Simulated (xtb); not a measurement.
HOZn (SMILES [OH][Zn]), doublet, from a rough starting geometry (GFN-xTB shapes and energies of metal compounds can be far from the true ones) (the spin is typed, not shown lowest); GFN2-xTB in xtb.

The xtb input:
```
$ xtb mol.xyz --gfn 2 --uhf 1 --opt vtight --json

# file mol.xyz
3

Zn    -0.89889672    -0.74312527    -0.83556086
O      0.35009563    -0.11030446     0.34798717
H      0.52133399     0.85706841     0.45268466
```

Q: Write the output that xtb gives for this input, abridged.

A: 
```
   ID    Z sym.   atoms
    1   30 Zn     1
    2    8 O      2
    3    1 H      3

           -------------------------------------------------
          |                Calculation Setup                |
           -------------------------------------------------

           -------------------------------------------------
          |                 G F N 2 - x T B                 |
           -------------------------------------------------

          ...................................................
          :                      SETUP                      :
          :.................................................:
          :  # basis functions                   9          :
          :  # atomic orbitals                   9          :
          :  # shells                            5          :
          :  # electrons                         9          :
          :  max. iterations                   250          :
          :  Hamiltonian                  GFN2-xTB          :
          :  restarted?                      false          :
          :  GBSA solvation                  false          :
          :  PC potential                    false          :
          :  electronic temp.          300.0000000     K    :
          :  accuracy                    1.0000000          :
          :  -> integral cutoff          0.2500000E+02      :
          :  -> integral neglect         0.1000000E-07      :
          :  -> SCF convergence          0.1000000E-05 Eh   :
          :  -> wf. convergence          0.1000000E-03 e    :
          :  Broyden damping             0.4000000          :
          :  net charge                          0          :
          :  unpaired electrons                  1          :
          ...................................................

 iter      E             dE          RMSdq      gap      omega  full diag
   1     -5.0902518 -0.509025E+01  0.112E+01    6.00       0.0  T
   2     -5.0898988  0.353037E-03  0.513E+00    6.62       1.0  T
   3     -5.0520965  0.378023E-01  0.407E+00    6.53       1.0  T
   4     -5.0991555 -0.470590E-01  0.485E-01    6.96       1.0  T
   5     -5.0993796 -0.224050E-03  0.187E-01    6.97       1.0  T
   6     -5.0993794  0.174515E-06  0.572E-02    6.96       1.0  T
   7     -5.0993846 -0.524599E-05  0.253E-02    6.96       2.3  T
   8     -5.0993865 -0.182815E-05  0.641E-03    6.96       9.0  T
   9     -5.0993864  0.230407E-07  0.324E-03    6.96      17.8  T
  10     -5.0993865 -0.281341E-07  0.191E-04    6.96     302.6  T
  11     -5.0993865  0.189457E-10  0.131E-04    6.96     442.3  T

   *** convergence criteria satisfied after 11 iterations ***

         :::::::::::::::::::::::::::::::::::::::::::::::::::::
         ::                     SUMMARY                     ::
         :::::::::::::::::::::::::::::::::::::::::::::::::::::
         :: total energy              -5.085198393657 Eh    ::
         :: gradient norm              0.036307027250 Eh/a0 ::
         :: HOMO-LUMO gap              6.956880133918 eV    ::
         ::.................................................::
         :: SCC energy                -5.099386469089 Eh    ::
         :: -> isotropic ES            0.064187007960 Eh    ::
         :: -> anisotropic ES          0.000118174599 Eh    ::
         :: -> anisotropic XC         -0.000228016238 Eh    ::
         :: -> dispersion             -0.000823097357 Eh    ::
         :: repulsion energy           0.014188075433 Eh    ::
         :: add. restraining           0.000000000000 Eh    ::
         :: total charge               0.000000000000 e     ::
         :::::::::::::::::::::::::::::::::::::::::::::::::::::

      -----------------------------------------------------------
     |                   =====================                   |
     |                        A N C O P T                        |
     |                   =====================                   |
[...]
 * total energy  :    -5.0851984 Eh     change       -0.2690470E-10 Eh
 * total energy  :    -5.0859642 Eh     change       -0.7658146E-03 Eh
 * total energy  :    -5.0860350 Eh     change       -0.7076990E-04 Eh
 * total energy  :    -5.0860430 Eh     change       -0.8012118E-05 Eh
 * total energy  :    -5.0860545 Eh     change       -0.1147596E-04 Eh
 * total energy  :    -5.0860584 Eh     change       -0.3943229E-05 Eh
 * total energy  :    -5.0860586 Eh     change       -0.2154547E-06 Eh
 * total energy  :    -5.0860587 Eh     change       -0.1235104E-06 Eh
 * total energy  :    -5.0860587 Eh     change       -0.5629666E-09 Eh
   *** GEOMETRY OPTIMIZATION CONVERGED AFTER 9 ITERATIONS ***
[...]
         ::                     SUMMARY                     ::
         :::::::::::::::::::::::::::::::::::::::::::::::::::::
         :: total energy              -5.086058749113 Eh    ::
         :: gradient norm              0.000003356977 Eh/a0 ::
         :: HOMO-LUMO gap              6.993248862680 eV    ::
         ::.................................................::
         :: SCC energy                -5.104980035018 Eh    ::
         :: -> isotropic ES            0.064736704105 Eh    ::
         :: -> anisotropic ES         -0.000207656508 Eh    ::
         :: -> anisotropic XC         -0.000378235975 Eh    ::
         :: -> dispersion             -0.000822646117 Eh    ::
         :: repulsion energy           0.018921285905 Eh    ::
         :: add. restraining           0.000000000000 Eh    ::
         :: total charge              -0.000000000000 e     ::
         :::::::::::::::::::::::::::::::::::::::::::::::::::::

           -------------------------------------------------
          |                Property Printout                |
           -------------------------------------------------

    * Orbital Energies and Occupations

         #    Occupation            Energy/Eh            Energy/eV
      -------------------------------------------------------------
         1        2.0000           -0.6499956             -17.6873
         2        2.0000           -0.5311788             -14.4541
         3        2.0000           -0.4521272             -12.3030
         4        2.0000           -0.4274038             -11.6302
         5        1.0000           -0.3494057              -9.5078 (HOMO)
         6                         -0.0924086              -2.5146 (LUMO)
         7                         -0.0886387              -2.4120
         8                          0.0728890               1.9834
         9                          0.3381339               9.2011
      -------------------------------------------------------------
                  HL-Gap            0.2569972 Eh            6.9932 eV
             Fermi-level           -0.3046559 Eh           -8.2901 eV

     #   Z          covCN         q      C6AA      α(0)
     1  30 Zn       0.730     0.279   324.721    43.245
     2   8 O        1.536    -0.566    24.466     6.672
     3   1 H        0.806     0.287     0.760     1.370

 Mol. C6AA /au·bohr⁶  :        543.519172
 Mol. C8AA /au·bohr⁸  :      33035.028979
 Mol. α(0) /au        :         51.287298

Wiberg/Mayer (AO) data.
largest (>0.10) Wiberg bond orders for each atom

 ---------------------------------------------------------------------------
     #   Z sym  total        # sym  WBO       # sym  WBO       # sym  WBO
 ---------------------------------------------------------------------------
     1  30 Zn   1.065 --     2 O    1.043
     2   8 O    1.939 --     1 Zn   1.043     3 H    0.896
     3   1 H    0.917 --     2 O    0.896
 ---------------------------------------------------------------------------

Topologies differ in total number of bonds
Writing topology from bond orders to xtbtopo.mol

molecular dipole:
                 x           y           z       tot (Debye)
 q only:       -0.549       0.157      -0.549
   full:       -0.455       0.296      -0.466       1.819
molecular quadrupole (traceless):
                xx          xy          yy          xz          yz          zz
 q only:       -0.122       1.773       0.503       1.137       1.614      -0.381
  q+dip:       -0.435       1.750       1.101       0.494       1.573      -0.667
   full:       -0.890       1.456       1.944      -0.184       1.247      -1.055

optimized geometry written to: xtbopt.xyz

           -------------------------------------------------
          | TOTAL ENERGY               -5.086058749113 Eh   |
          | GRADIENT NORM               0.000003356977 Eh/α |
          | HOMO-LUMO GAP               6.993248862680 eV   |
           -------------------------------------------------
```
